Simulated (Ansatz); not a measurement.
BFH4SSi (`FB[SiH2]S`), relaxed with RKS PBE0-D4/def2-TZVP in the Gaussian-basis code of Ansatz from a PBE-D4/def2-SVP geometry. The force threshold is 0.005 eV/Å; the program also tests the step.

The species carries charge 0 and has multiplicity 1.

Start:

```xyz
8

F    -0.386    1.351   -1.713
B     0.046    0.143   -1.343
Si   -0.454   -0.606    0.471
S     1.190    0.283    1.613
H     0.858   -0.405   -2.074
H    -1.799   -0.243    1.045
H    -0.229   -2.086    0.608
H     0.774    1.563    1.393
```

Task: How much energy does the relaxation release, and in how many steps? (An estimate is asked.)

Result: Ansatz gave: 3.60 kJ/mol, in 8 steps, 1 of them rejected.

Task: Which bonds change most? (Best estimate.)

Result: Ansatz gave: Si3–S4 from 2.191 to 2.154 Å; B2–H5 from 1.223 to 1.202 Å; S4–H8 from 1.364 to 1.344 Å; Si3–H6 from 1.507 to 1.488 Å.

Task: Give the relaxed structure. (Estimate.)

Result: Ansatz gave: 
```xyz
8

F    -0.477    1.279   -1.782
B     0.038    0.132   -1.373
Si   -0.401   -0.567    0.481
S     1.148    0.255    1.731
H     0.829   -0.396   -2.109
H    -1.754   -0.203    0.983
H    -0.210   -2.036    0.592
H     0.827    1.535    1.477
```
